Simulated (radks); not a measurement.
Values are calculated unless marked as measured or tabulated.
Task: The table gives one normalised radial function P(r) = r R(r) of Tb+ in [Xe] 4f9 6s1 (r in bohr). Code: a radial shooting solver on a logarithmic mesh with Libxc functionals. Model: scalar-relativistic Kohn-Sham, LDA (Slater exchange, Perdew-Wang correlation), spin-polarised, spherical densities, finite nucleus; open shells are filled with parallel spins first (spin-orbit coupling, left out, can overturn this in heavy ions); Fermi nuclear charge, rms radius 5.06 fm.

r	P
0.003087	0.0068
0.004184	0.0113
0.00567	0.0188
0.007746	0.0312
0.0105	0.0500
0.01423	0.0777
0.01944	0.1168
0.02634	0.1622
0.0357	0.2037
0.04877	0.2165
0.0661	0.1638
0.08958	0.0220
0.1224	-0.1826
0.1659	-0.3111
0.2248	-0.2056
0.3071	0.1535
0.4162	0.4521
0.5686	0.3182
0.7706	-0.2296
1.044	-0.7654
1.427	-0.9131
1.934	-0.6771
2.621	-0.3382
3.58	-0.1063
4.852	-0.0200
6.576	-0.0018
8.984	-0.0001
12.18	0.0000

Which n and l does it have? It may be an empty orbital.

Result: n = 5, l = 1: the number of nodes gives n - l - 1 = 3, the rise at small r (about r^(l+1), flatter next to the nucleus through relativity) gives l, and the extent must fit the shell. The curve is that of 5p up; the table hardly tells the two spins apart. 5p up: eigenvalue -32.053 eV, 3 radial nodes at r = 0.0928, 0.273, 0.688 bohr, <r> = 1.56 bohr, 90 % of the charge inside 2.31 bohr.
